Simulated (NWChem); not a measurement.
The numbers come from NWChem runs, not from measurements. System: triflic acid (CHF3O3S), charge 0, spin multiplicity 1, at a geometry optimised with PBE/def2-SVP. Level: G0W0@LDA (SVWN5)/def2-SVP, RI basis def2-svp-rifit.

Input file:

```
start mol
memory heap 200 mb stack 700 mb global 1700 mb
geometry units angstroms nocenter noautoz noautosym
  O      1.493757    -0.475308    -1.091904
  S      0.808062     0.309782     0.187365
  O      1.261630    -0.319746     1.434023
  O      0.885983     1.737699    -0.102162
  C     -0.988925    -0.230357    -0.080915
  F     -1.731923     0.249237     0.917343
  F     -1.436781     0.236219    -1.245212
  F     -1.042988    -1.569854    -0.080003
  H      1.778839    -1.355959    -0.761170
end
basis spherical
  * library def2-svp
end
basis "ri basis" bse spherical
  * library def2-svp-rifit
end
dft
  xc slater vwn_5
  iterations 100
  direct
  tolerances tight
end
task dft energy
gw
  states alpha occ 4 vir 2
end
task dft gw
```

Output (cleaned and shortened):

```
             Northwest Computational Chemistry Package (NWChem) 7.3.0
             --------------------------------------------------------

                                NWChem Input Module
                                -------------------

 Scaling coordinates for geometry "geometry" by  1.889725989
 (inverse scale =  0.529177249)

                             Geometry "geometry" -> ""
                             -------------------------

 Output coordinates in angstroms (scale by  1.889725989 to convert to a.u.)

  No.       Tag          Charge          X              Y              Z
 ---- ---------------- ---------- -------------- -------------- --------------
    1 O                    8.0000     1.49375700    -0.47530800    -1.09190400
    2 S                   16.0000     0.80806200     0.30978200     0.18736500
    3 O                    8.0000     1.26163000    -0.31974600     1.43402300
    4 O                    8.0000     0.88598300     1.73769900    -0.10216200
    5 C                    6.0000    -0.98892500    -0.23035700    -0.08091500
    6 F                    9.0000    -1.73192300     0.24923700     0.91734300
    7 F                    9.0000    -1.43678100     0.23621900    -1.24521200
    8 F                    9.0000    -1.04298800    -1.56985400    -0.08000300
    9 H                    1.0000     1.77883900    -1.35595900    -0.76117000

 Effective nuclear repulsion energy (a.u.)     558.9636574102

            Nuclear Dipole moment (a.u.)
            ----------------------------
        X                 Y               Z
 ---------------- ---------------- ----------------
     0.0000245664    -0.0000207870    -0.0000226767


 Summary of "ao basis" -> "" (spherical)
 ------------------------------------------------------------------------------
       Tag                 Description            Shells   Functions and Types
 ---------------- ------------------------------  ------  ---------------------
 *                          def2-svp                  on all atoms

 new library libraries.bse/

 Summary of "ri basis" -> "" (spherical)
 ------------------------------------------------------------------------------
       Tag                 Description            Shells   Functions and Types
 ---------------- ------------------------------  ------  ---------------------
 *                       def2-svp-rifit               on all atoms

                                 NWChem DFT Module
                                 -----------------

 Summary of "ao basis" -> "ao basis" (spherical)
 ------------------------------------------------------------------------------
       Tag                 Description            Shells   Functions and Types
 ---------------- ------------------------------  ------  ---------------------
 O                          def2-svp                 6       14   3s2p1d
 S                          def2-svp                 8       18   4s3p1d
 C                          def2-svp                 6       14   3s2p1d
 F                          def2-svp                 6       14   3s2p1d
 H                          def2-svp                 3        5   2s1p

 Summary of "ao basis" -> "ao basis" (spherical)
 ------------------------------------------------------------------------------
       Tag                 Description            Shells   Functions and Types
 ---------------- ------------------------------  ------  ---------------------
 O                          def2-svp                 6       14   3s2p1d
 S                          def2-svp                 8       18   4s3p1d
 C                          def2-svp                 6       14   3s2p1d
 F                          def2-svp                 6       14   3s2p1d
 H                          def2-svp                 3        5   2s1p

            General Information
            -------------------
          SCF calculation type: DFT
          Wavefunction type:  closed shell.
          No. of atoms     :     9
          No. of electrons :    74
           Alpha electrons :    37
            Beta electrons :    37
          Charge           :     0
          Spin multiplicity:     1
          Use of symmetry is: off; symmetry adaption is: off
          Maximum number of iterations: 100
          This is a Direct SCF calculation.
          AO basis - number of functions:   121
                     number of shells:    53
          Convergence on energy requested:  1.00D-06
          Convergence on density requested:  1.00D-05
          Convergence on gradient requested:  5.00D-04

              XC Information
              --------------
                        Slater Exchange Functional  1.000 local
                      VWN V Correlation Functional  1.000 local

             Grid Information
             ----------------
          Grid used for XC integration:  medium
          Radial quadrature: Mura-Knowles
          Angular quadrature: Lebedev.
          Tag              B.-S. Rad. Rad. Pts. Rad. Cut. Ang. Pts.
          ---              ---------- --------- --------- ---------
          O                   0.60       49           9.0       434
          S                   1.00       88           8.0       590
          C                   0.70       49           9.0       434
          F                   0.50       49          11.0       434
          H                   0.35       45           9.0       434
          Grid pruning is: on
          Number of quadrature shells:   476
          Spatial weights used:  Erf1

          Convergence Information
          -----------------------
[...]
          dE  on:    start            ASAP                start
          dE off:    2 iters        100 iters           100 iters

      Screening Tolerance Information
      -------------------------------
          Density screening/tol_rho:  1.00D-10
          AO Gaussian exp screening on grid/accAOfunc:  14
          CD Gaussian exp screening on grid/accCDfunc:  20
          XC Gaussian exp screening on grid/accXCfunc:  20
          Schwarz screening/accCoul:  1.00D-08

      Superposition of Atomic Density Guess
      -------------------------------------

 Sum of atomic energies:        -957.42240369

      Non-variational initial energy
      ------------------------------

 Total energy =    -960.021680
 1-e energy   =   -2442.076445
 2-e energy   =     923.091107
 HOMO         =      -0.338478
 LUMO         =       0.093326

   convergence    iter        energy       DeltaE   RMS-Dens  Diis-err    time
 ---------------- ----- ----------------- --------- --------- ---------  ------
 d= 0,ls=0.0,diis     1   -955.8138300483 -1.51D+03  4.14D-02  5.21D+00     1.9
 d= 0,ls=0.0,diis     2   -952.6741240801  3.14D+00  3.22D-02  3.80D+01     3.4
 d= 0,ls=0.0,diis     3   -956.2528274744 -3.58D+00  8.50D-03  7.07D-01     4.6
 d= 0,ls=0.0,diis     4   -956.2475230538  5.30D-03  4.56D-03  8.00D-01     6.1
 d= 0,ls=0.0,diis     5   -956.3210531493 -7.35D-02  1.36D-03  3.27D-02     7.7
 d= 0,ls=0.0,diis     6   -956.3238408361 -2.79D-03  5.30D-04  7.21D-03     9.3
 d= 0,ls=0.0,diis     7   -956.3243917528 -5.51D-04  2.35D-04  1.44D-03    10.7
 d= 0,ls=0.0,diis     8   -956.3245260528 -1.34D-04  6.15D-05  1.18D-04    11.9
 d= 0,ls=0.0,diis     9   -956.3245365169 -1.05D-05  1.73D-05  7.58D-06    13.1
 d= 0,ls=0.0,diis    10   -956.3245372225 -7.06D-07  4.96D-06  5.66D-07    14.5

         Total DFT energy =     -956.324537222533
      One electron energy =    -2439.304984614993
           Coulomb energy =     1007.410094333320
    Exchange-Corr. energy =      -83.393304351089
 Nuclear repulsion energy =      558.963657410229

 Numeric. integr. density =       74.000008119349

     Total iterative time =     14.0s

                       DFT Final Molecular Orbital Analysis
                       ------------------------------------

 Vector   35  Occ=2.000000D+00  E=-3.189706D-01
              MO Center=  9.7D-01,  6.0D-01,  5.9D-01, r^2= 2.4D+00
   Bfn.  Coefficient  Atom+Function         Bfn.  Coefficient  Atom+Function
  ----- ------------  ---------------      ----- ------------  ---------------
    50     -0.425400  4 O  px                36      0.389451  3 O  px
    53     -0.305574  4 O  px                39      0.284474  3 O  px
    38     -0.195365  3 O  pz                41     -0.137547  3 O  pz
    28     -0.110742  2 S  d -2               6     -0.082686  1 O  pz
    31     -0.082248  2 S  d  1              68      0.079304  5 C  py

 Vector   36  Occ=2.000000D+00  E=-3.049628D-01
              MO Center=  6.3D-01,  3.5D-01,  4.2D-01, r^2= 3.1D+00
   Bfn.  Coefficient  Atom+Function         Bfn.  Coefficient  Atom+Function
  ----- ------------  ---------------      ----- ------------  ---------------
    37      0.295867  3 O  py                36      0.250960  3 O  px
    50      0.242151  4 O  px                52     -0.238669  4 O  pz
    64      0.229538  5 C  px                40      0.216082  3 O  py
    18      0.182108  2 S  s                 39      0.179373  3 O  px
    53      0.176806  4 O  px                92      0.171711  7 F  px

 Vector   37  Occ=2.000000D+00  E=-3.011970D-01
              MO Center=  8.8D-01,  4.7D-01,  3.5D-01, r^2= 2.9D+00
   Bfn.  Coefficient  Atom+Function         Bfn.  Coefficient  Atom+Function
  ----- ------------  ---------------      ----- ------------  ---------------
    52     -0.352885  4 O  pz                37      0.325279  3 O  py
    55     -0.251803  4 O  pz                40      0.229793  3 O  py
    50     -0.219609  4 O  px                36     -0.213579  3 O  px
     6      0.189757  1 O  pz                64     -0.158790  5 C  px
    39     -0.156853  3 O  px                53     -0.156063  4 O  px

 Vector   38  Occ=0.000000D+00  E=-4.376979D-02
              MO Center=  8.9D-01, -2.2D-01, -2.3D-01, r^2= 3.0D+00
   Bfn.  Coefficient  Atom+Function         Bfn.  Coefficient  Atom+Function
  ----- ------------  ---------------      ----- ------------  ---------------
    18      0.802738  2 S  s                  3     -0.632493  1 O  s
   118      0.491488  9 H  s                 17      0.471304  2 S  s
    27     -0.334417  2 S  pz                 9     -0.325191  1 O  pz
     6     -0.305465  1 O  pz                63     -0.306105  5 C  s
    16     -0.290158  2 S  s                 64     -0.255163  5 C  px

 Vector   39  Occ=0.000000D+00  E=-2.936917D-02
              MO Center=  2.2D-01,  3.1D-01,  3.3D-01, r^2= 2.3D+00
   Bfn.  Coefficient  Atom+Function         Bfn.  Coefficient  Atom+Function
  ----- ------------  ---------------      ----- ------------  ---------------
    18      0.830989  2 S  s                 63     -0.488005  5 C  s
    25     -0.454344  2 S  px                27      0.407907  2 S  pz
    67     -0.401588  5 C  px                64     -0.366954  5 C  px
    49     -0.273444  4 O  s                 35     -0.263384  3 O  s
    17      0.235037  2 S  s                 22     -0.235163  2 S  px

 Vector   40  Occ=0.000000D+00  E=-5.587771D-04
              MO Center=  7.9D-01,  1.0D-01,  1.2D-01, r^2= 2.9D+00
   Bfn.  Coefficient  Atom+Function         Bfn.  Coefficient  Atom+Function
  ----- ------------  ---------------      ----- ------------  ---------------
    25      0.735440  2 S  px                63      0.712293  5 C  s
    26      0.579284  2 S  py               118      0.420445  9 H  s
    22      0.333467  2 S  px                49     -0.310880  4 O  s
    68      0.285327  5 C  py                67      0.253566  5 C  px
    77     -0.244626  6 F  s                  4     -0.209971  1 O  px

 center of mass
 --------------
 x =  -0.07574729 y =   0.00314047 z =   0.00430363

 moments of inertia (a.u.)
 ------------------
         741.516271801626        -112.812659246564         -40.150155096018
        -112.812659246564        1162.802832127218          -8.528476845516
         -40.150155096018          -8.528476845516        1193.816931673752

     Multipole analysis of the density
     ---------------------------------

     L   x y z        total         alpha         beta         nuclear
     -   - - -        -----         -----         ----         -------
     0   0 0 0     -0.000000    -37.000000    -37.000000     74.000000

     1   1 0 0     -0.050740     -0.025382     -0.025382      0.000025
     1   0 1 0     -0.961668     -0.480824     -0.480824     -0.000021
     1   0 0 1     -0.330099     -0.165038     -0.165038     -0.000023

     2   2 0 0    -35.353294   -217.136494   -217.136494    398.919695
     2   1 1 0     -3.022164    -26.804824    -26.804824     50.587484
     2   1 0 1     -1.271642     -9.213030     -9.213030     17.154419
     2   0 2 0    -36.894853   -114.358561   -114.358561    191.822269
     2   0 1 1      1.669139     -2.159642     -2.159642      5.988423
     2   0 0 2    -39.357252   -106.883132   -106.883132    174.409013

 Task  times  cpu:       14.5s     wall:       14.5s

                                NWChem Input Module
                                -------------------

                                 NWChem GW Module
                                 ----------------

                             ***********************
                             ***        GW       ***
                             ***********************

 Summary of "ri basis" -> "ri basis" (spherical)
 ------------------------------------------------------------------------------
       Tag                 Description            Shells   Functions and Types
 ---------------- ------------------------------  ------  ---------------------
 O                       def2-svp-rifit             16       48   6s5p4d1f
 S                       def2-svp-rifit             20       62   8s5p5d2f
 C                       def2-svp-rifit             16       48   6s5p4d1f
 F                       def2-svp-rifit             16       48   6s5p4d1f
 H                       def2-svp-rifit              6       14   3s2p1d

                 Memory Information
                 ------------------
          Available GA per process is          1699.9 MBs
          Available stack per process is        700.0 MBs
          Available heap per process is           0.0 MBs

          Peak memory in Initialization
              Peak GA per process is                 16.1 MBs
              Peak stack per process is               0.1 MBs
              Peak heap per process is               16.7 MBs
              Memory not in MA per process            0.0 MBs

          Peak memory in AFF Calculation
              Peak GA per process is                 98.1 MBs
              Peak stack per process is              73.7 MBs
              Peak heap per process is                0.0 MBs
              Memory not in MA per process           73.7 MBs

          Computing 2-center integrals
          Computing Inverse Cholesky factor
          Computing 3-center integrals
          Computing V_xc ...

          Computing Sigma_x
          Computing RPA polarizability
          Solving quasiparticle equations

                  Alpha Orbitals
          State     Energy (eV)     Error (eV)
          -----------------------------------
@GW        34        -12.026           0.002
@GW        35        -11.526           0.002
@GW        36        -11.147           0.002
@GW        37        -11.091           0.002
@GW        38          2.941           0.003
@GW        39          3.520           0.003

   Applying  -2.8951 eV scissor-shift to rest of particle states

   Applying   4.1316 eV scissor-shift to rest of hole states

     GW Timing Statistics
   ------------------------
   Init.   :          0.1s
     ERIs  :          1.3s
     Distr.:          0.0s
     Vxc   :          0.3s
   Sigma_x :          0.0s
   RPA     :          6.7s
   Wmn     :          0.1s
   Sigma_c :          0.1s
   GW total:          8.6s

 Task  times  cpu:        8.6s     wall:        8.6s

 Total times  cpu:       23.1s     wall:       23.1s
```
